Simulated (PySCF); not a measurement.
Species: gallium cyanide, CGaN (singlet state).
Bonds: N1–C2 (triple), C2–Ga3.

Theory: core-valence-separated Tamm–Dancoff BHandHLYP/aug-pcX-1 (def2-SVPD on Ga) in PySCF, non-relativistic, gas phase, PBE0-D3(BJ)/def2-SVP geometry.

Computed carbon K-edge spectrum, Gaussian lines of 0.4 eV full width, highest printed point 100; it ends one width below the last computed root. BHandHLYP without relativity tends to put these K edges a few eV too low, so spacings mean more than positions.

photon energy (eV), absorption and a bar:
```
    281.7          0 
    281.8          1 
    281.9          6 ##
    282.0         17 #####
    282.1         35 ###########
    282.2         51 ###############
    282.3         52 ################
    282.4         37 ###########
    282.5         19 ######
    282.6          7 ##
    282.7          2 #
    282.8          0 
    282.9          0 
    283.0          0 
    283.1          0 
    283.2          0 
    283.3          0 
    283.4          0 
    283.5          0 
    283.6          0 
    283.7          0 
    283.8          0 
    283.9          0 
    284.0          3 #
    284.1         11 ###
    284.2         32 #########
    284.3         66 ####################
    284.4         96 #############################
    284.5        100 ##############################
    284.6         73 ######################
    284.7         38 ###########
    284.8         14 ####
    284.9          4 #
    285.0          1 
    285.1          0 
    285.2          0 
    285.3          0 
    285.4          1 
    285.5          2 #
    285.6          6 ##
    285.7         12 ####
    285.8         16 #####
    285.9         15 #####
    286.0         10 ###
    286.1          5 ##
    286.2          2 #
    286.3          1 
    286.4          0 
    286.5          0 
    286.6          0 
    286.7          0 
    286.8          0 
    286.9          0 
    287.0          0 
    287.1          0 
    287.2          0 
    287.3          0 
    287.4          0
```

Q: Assign the maxima to core holes.

A: 3 maxima:
- 282.3 eV: C2 (cyano carbon), 282.26 eV, f = 0.046, sum of 2, 1s→π*, 100 % of the height at the exact maximum
- 284.5 eV: C2 (cyano carbon), 284.46 eV, f = 0.088, sum of 2, 100 % of the height at the exact maximum
- 285.8 eV: C2 (cyano carbon), 285.84 eV, f = 0.014, 100 % of the height at the exact maximum

Roots within 0.03 eV on the same or equivalent atoms count as one line; shares under 12 % aren't listed.

Vibrational structure and lifetime widths aren't in the curve. The ionisation threshold wasn't computed; near and above it a finite basis only mimics Rydberg series and continuum. Relativistic effects, spin–orbit coupling among them, are left out although an element past zinc is present.

On Intel Xeon Platinum 8488C, one thread, no GPU, shared host with 192 logical CPUs at a one-minute load of 43, this took 2.1 s of wall time and 0.38 GiB of memory at its peak.
